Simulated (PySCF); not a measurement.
CH4ClFOSi, SMILES OC[Si@@H](F)Cl. Geometry optimised at B3LYP-D3(BJ)/def2-SVP. The structure was generated by enumeration; whether it is a known compound was not checked. One conformer was computed; it need not be the lowest.

Computed equilibrium geometry at B3LYP-D3(BJ)/def2-SVP (PySCF confirms it by a frequency run) as Cartesian coordinates in Å (one conformer of several):
```xyz
9

O     -2.1626     0.9967     0.2867
C     -1.5968    -0.2017    -0.2303
Si     0.1687    -0.4193     0.3886
F      0.7094    -1.8944    -0.0285
Cl     1.4120     0.9874    -0.4625
H     -2.3264     0.8766     1.2314
H     -1.5871    -0.1115    -1.3291
H     -2.2052    -1.1005    -0.0002
H      0.2501    -0.2945     1.8641
```
